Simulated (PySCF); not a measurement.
## An isoelectronic set: 58 electrons

CCSD(T) in PySCF with def2-TZVPPD on every atom (core potentials on In, Sn, Sb), for the lowest determinant that a PBE0 search found; no spin–orbit coupling. All have 58 electrons, 10 of them in the valence shells, and the same state, a singlet (closed shell). For ions De leads to the atom and ion picked by measured ionisation energies and electron affinities.

| species | difference of nuclear charges | Re (Å) | ωe (cm⁻¹) | k (mdyn/Å) | De (eV) | dissociates to |
| --- | --- | --- | --- | --- | --- | --- |
| InO⁻ | 41 | 1.933 | 664 | 3.65 | n/a | In + O⁻ |
| SnN⁻ | 43 | 1.905 | 768 | 4.35 | 3.79 | Sn⁻ + N |
| InF | 40 | 1.996 | 529 | 2.68 | 5.51 | In + F |
| SnO | 42 | 1.839 | 819 | 5.57 | 5.57 | Sn + O |
| SbN | 44 | 1.840 | 872 | 5.63 | 3.41 | Sb + N |
| SnF⁺ | 41 | 1.875 | 693 | 4.64 | 5.08 | Sn⁺ + F |
| SbO⁺ | 43 | 1.780 | 910 | 6.90 | 5.19 | Sb⁺ + O |

Which member of the whole set has the stiffest bond, and how does it compare with the softest?

SbO⁺ with k = 6.90 mdyn/Å, 2.6 times that of InF.

Correlated steps freeze 5 core orbitals. These are scalar-relativistic numbers at best; spin–orbit coupling would shift them, the dissociation energy most. For an ion De counts to the pair picked by the measured ionisation energies or electron affinities, which need not be the lowest pair at this level. Where the molecule has an RHF reference, its open-shell atoms are computed with UHF. The CCSD T1 diagnostic is raised in InO⁻, SbN, SbO⁺, SnN⁻, SnO, a sign that a single reference may not be enough there.
